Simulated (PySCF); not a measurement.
BF$_{2}$H$_{2}$Si, BFH$_{4}$Si$_{2}$, CH$_{3}$BFSi (calculated)

Computed with PySCF 2.14.0. Calculation on a computer-drawn molecule: the log of a Hartree-Fock and frozen-core CCSD(T) single point meant for a local Hartree-Fock minimum, with one planted fault or none, to be diagnosed. Offsets are logged minus clean, where the clean run is the same molecule without the fault. The reference is restricted for singlets and unrestricted otherwise, and also for a bond in bohr or an excited solution. Adding or removing an electron swaps singlet and doublet. The excited solution moves the top pair (singlet) or top alpha electron (doublet) to the lowest empty orbital. Highest occupied and lowest empty are orbital energies over both spins, largest force is the largest gradient component, triples share is (T) over the correlation energy, the T1 limit is 0.02 restricted and 0.045 unrestricted, electrons count all cores, a negative frequency is imaginary (commonest isotopes), and the dipole is about the centre of nuclear charge.

Common to all runs: logged SCF converged yes; logged CC converged yes; logged SCF stable within its kind yes; possible faults no fault, one electron removed, one electron added, multiplicity raised by two, geometry at a saddle point, SCF held on an excited solution, minimal basis STO-3G, one bond length entered in bohr, all coordinates scaled.

```yaml
- entry: 1
  formula: BF2H2Si
  logged_structure:
    atoms_angstrom:
      - [F, -2.4239, -0.0771, 2.7073]
      - [B, -1.3131, -0.5954, 2.2111]
      - [F, -0.3571, -0.8724, 3.0818]
      - [Si, -1.1278, -1.0351, 0.2541]
      - [H, -1.9927, -0.2424, -0.6434]
      - [H, 0.264, -1.1091, -0.2348]
  given:
    meant_charge: 0
    meant_multiplicity: 2
    meant_basis: "cc-pV(D+d)Z"
    logged_electrons: 38
    logged_basis_functions: 75
    logged_spin_squared: 0.0
    "logged_highest_occupied [eV]": -19.598
    "logged_lowest_empty [eV]": -7.77
    "logged_largest_force [hartree/bohr]": 0.069913
    logged_T1_diagnostic: 0.017373
    logged_D1_diagnostic: 0.061936
    logged_triples_share: 0.02147
    "logged_dipole_magnitude [debye]": 7.5658
    "logged_energy_HF [hartree]": -513.43434
    "logged_energy_CCSD(T) [hartree]": -514.00241
    drawn_bonds_atom: [1, 2, 2, 4, 4]
    drawn_bonds_other_atom: [2, 3, 4, 5, 6]
    drawn_bonds_order: [1, 1, 1, 1, 1]
  results:
    planted_fault: "one electron removed"
    "HF_energy_offset_from_clean_run [kcal/mol]": 195.8
    "CCSD(T)_energy_offset_from_clean_run [kcal/mol]": 200.0
- entry: 2
  formula: BF2H2Si
  logged_structure:
    atoms_angstrom:
      - [F, -2.4239, -0.0771, 2.7073]
      - [B, -1.3131, -0.5954, 2.2111]
      - [F, -0.3571, -0.8724, 3.0818]
      - [Si, -1.1278, -1.0351, 0.2541]
      - [H, -1.9927, -0.2424, -0.6434]
      - [H, 0.264, -1.1091, -0.2348]
  given:
    meant_charge: 0
    meant_multiplicity: 2
    meant_basis: "cc-pV(D+d)Z"
    logged_electrons: 39
    logged_basis_functions: 26
    logged_spin_squared: 0.7573
    "logged_highest_occupied [eV]": -6.2099
    "logged_lowest_empty [eV]": 5.9612
    "logged_largest_force [hartree/bohr]": 0.025503
    logged_T1_diagnostic: 0.015742
    logged_D1_diagnostic: 0.071999
    logged_triples_share: 0.054758
    "logged_dipole_magnitude [debye]": 0.75131
    "logged_energy_HF [hartree]": -507.27521
    "logged_energy_CCSD(T) [hartree]": -507.41824
    drawn_bonds_atom: [1, 2, 2, 4, 4]
    drawn_bonds_other_atom: [2, 3, 4, 5, 6]
    drawn_bonds_order: [1, 1, 1, 1, 1]
  results:
    planted_fault: "minimal basis STO-3G"
    "HF_energy_offset_from_clean_run [kcal/mol]": 4061
    "CCSD(T)_energy_offset_from_clean_run [kcal/mol]": 4332
- entry: 3
  formula: BF2H2Si
  logged_structure:
    atoms_angstrom:
      - [F, -2.4239, -0.0771, 2.7073]
      - [B, -1.3131, -0.5954, 2.2111]
      - [F, -0.3571, -0.8724, 3.0818]
      - [Si, -1.1278, -1.0351, 0.2541]
      - [H, -2.7621, 0.463, -1.4419]
      - [H, 0.264, -1.1091, -0.2348]
  given:
    meant_charge: 0
    meant_multiplicity: 2
    meant_basis: "cc-pV(D+d)Z"
    logged_electrons: 39
    logged_basis_functions: 75
    logged_spin_squared: 1.4196
    "logged_highest_occupied [eV]": -9.4214
    "logged_lowest_empty [eV]": 0.17369
    "logged_largest_force [hartree/bohr]": 0.019931
    logged_T1_diagnostic: 0.03961
    logged_D1_diagnostic: 0.17743
    logged_triples_share: 0.025294
    "logged_dipole_magnitude [debye]": 1.0242
    "logged_energy_HF [hartree]": -513.63753
    "logged_energy_CCSD(T) [hartree]": -514.20256
    drawn_bonds_atom: [1, 2, 2, 4, 4]
    drawn_bonds_other_atom: [2, 3, 4, 5, 6]
    drawn_bonds_order: [1, 1, 1, 1, 1]
  results:
    planted_fault: "one bond length entered in bohr, row 4 of the drawn bonds"
    "HF_energy_offset_from_clean_run [kcal/mol]": 68.3
    "CCSD(T)_energy_offset_from_clean_run [kcal/mol]": 74.35
- entry: 4
  formula: BFH4Si2
  logged_structure:
    atoms_angstrom:
      - [F, -1.8349, 0.5811, 0.7702]
      - [B, -2.2158, -0.4643, 0.0165]
      - [Si, -3.3795, -0.2084, -1.6552]
      - [Si, -1.5301, -2.3244, 0.6106]
      - [H, -4.6349, -0.5113, -0.8555]
      - [H, -1.9578, -2.6095, 2.0028]
      - [H, -0.0478, -2.3754, 0.5401]
      - [H, -2.0737, -3.3872, -0.2744]
  given:
    meant_charge: 0
    meant_multiplicity: 1
    meant_basis: "cc-pV(D+d)Z"
    logged_electrons: 46
    logged_basis_functions: 94
    logged_spin_squared: 2.0264
    "logged_highest_occupied [eV]": -8.2557
    "logged_lowest_empty [eV]": -0.095635
    "logged_largest_force [hartree/bohr]": 0.025151
    logged_T1_diagnostic: 0.024166
    logged_D1_diagnostic: 0.11053
    logged_triples_share: 0.026895
    "logged_dipole_magnitude [debye]": 0.99194
    "logged_energy_HF [hartree]": -704.26971
    "logged_energy_CCSD(T) [hartree]": -704.76897
    drawn_bonds_atom: [1, 2, 2, 3, 4, 4, 4]
    drawn_bonds_other_atom: [2, 3, 4, 5, 6, 7, 8]
    drawn_bonds_order: [1, 1, 1, 1, 1, 1, 1]
  results:
    planted_fault: "multiplicity raised by two"
    "HF_energy_offset_from_clean_run [kcal/mol]": 10.54
    "CCSD(T)_energy_offset_from_clean_run [kcal/mol]": 21.88
- entry: 5
  formula: BFH4Si2
  logged_structure:
    atoms_angstrom:
      - [F, -1.8349, 0.5811, 0.7702]
      - [B, -2.2158, -0.4643, 0.0165]
      - [Si, -3.3795, -0.2084, -1.6552]
      - [Si, -1.5301, -2.3244, 0.6106]
      - [H, -4.6349, -0.5113, -0.8555]
      - [H, -1.9578, -2.6095, 2.0028]
      - [H, -0.0478, -2.3754, 0.5401]
      - [H, -2.0737, -3.3872, -0.2744]
  given:
    meant_charge: 0
    meant_multiplicity: 1
    meant_basis: "cc-pV(D+d)Z"
    logged_electrons: 45
    logged_basis_functions: 94
    logged_spin_squared: 0.8041
    "logged_highest_occupied [eV]": -16.162
    "logged_lowest_empty [eV]": -6.7448
    "logged_largest_force [hartree/bohr]": 0.04238
    logged_T1_diagnostic: 0.028526
    logged_D1_diagnostic: 0.12795
    logged_triples_share: 0.028331
    "logged_dipole_magnitude [debye]": 5.5728
    "logged_energy_HF [hartree]": -704.00343
    "logged_energy_CCSD(T) [hartree]": -704.49814
    drawn_bonds_atom: [1, 2, 2, 3, 4, 4, 4]
    drawn_bonds_other_atom: [2, 3, 4, 5, 6, 7, 8]
    drawn_bonds_order: [1, 1, 1, 1, 1, 1, 1]
  results:
    planted_fault: "one electron removed"
    "HF_energy_offset_from_clean_run [kcal/mol]": 177.6
    "CCSD(T)_energy_offset_from_clean_run [kcal/mol]": 191.8
- entry: 6
  formula: CH3BFSi
  logged_structure:
    atoms_angstrom:
      - [F, -2.0257, 1.6175, -0.2752]
      - [B, -0.9847, 1.1532, 0.3824]
      - [C, 0.0959, 0.6438, 1.0259]
      - [Si, 0.7307, -0.7931, -0.1991]
      - [H, 0.6467, 0.8717, 1.9191]
      - [H, -0.2291, -1.953, 0.1401]
      - [H, -0.0522, -0.3323, -1.4457]
  given:
    meant_charge: -1
    meant_multiplicity: 1
    meant_basis: "aug-cc-pV(D+d)Z"
    logged_electrons: 38
    logged_basis_functions: 128
    logged_spin_squared: 0.0
    "logged_highest_occupied [eV]": -1.8944
    "logged_lowest_empty [eV]": 3.4941
    "logged_largest_force [hartree/bohr]": 1.21e-05
    "logged_lowest_frequency [cm^-1]": 122.24
    logged_T1_diagnostic: 0.017536
    logged_D1_diagnostic: 0.060269
    logged_triples_share: 0.036951
    "logged_dipole_magnitude [debye]": 5.9704
    "logged_energy_HF [hartree]": -452.65763
    "logged_energy_CCSD(T) [hartree]": -453.25527
    drawn_bonds_atom: [1, 2, 3, 3, 4, 4]
    drawn_bonds_other_atom: [2, 3, 4, 5, 6, 7]
    drawn_bonds_order: [1, 2, 1, 1, 1, 1]
  results:
    planted_fault: null
```

To be estimated
1. CH$_{3}$BFSi (entry 6): planted fault?

Calculated values
1. no fault

Further results for CH$_{3}$BFSi (entry 6):

- HF energy offset from clean run: 0 kcal/mol
- CCSD(T) energy offset from clean run: 0 kcal/mol
